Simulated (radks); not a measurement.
Results of a calculation; reference values are marked as such.
Question: Species: V II. Configuration: [Ar] 3d2 4s2 (not the ground configuration). Code: a radial shooting solver on a logarithmic mesh with Libxc functionals. Model: scalar-relativistic Kohn-Sham, r2SCAN, spin-polarised, spherical densities, finite nucleus; open shells are filled with parallel spins first; meta-GGA in the generalised Kohn-Sham scheme; Fermi nuclear charge, rms radius 3.5921 fm. Some entries of the table are withheld. Estimate them.

orbital  occ.  eigenvalue (Ry)  <r> (bohr)
1s down     1        -396.8705     0.06645
1s up       1        -396.8692     0.06645
2s up       1        -45.97782      0.3076
2s down     1        -45.90375      0.3072
2p up       3        -38.46395      0.2740
2p down     3        -38.40691      0.2736
3s up       1         -6.43159         (1)
3s down     1         -6.22530         (2)
3p up       3         -4.40356      0.9988
3p down     3         -4.19812       1.002
3d up       2              (3)       1.239
3d down     0              (4)       1.289
4s up       1         -0.94868       2.845
4s down     1         -0.90425       2.960

Answer: 
(1) 3s up <r> (bohr): 0.9387
(2) 3s down <r> (bohr): 0.9403
(3) 3d up eigenvalue (Ry): -1.35014
(4) 3d down eigenvalue (Ry): -1.15670
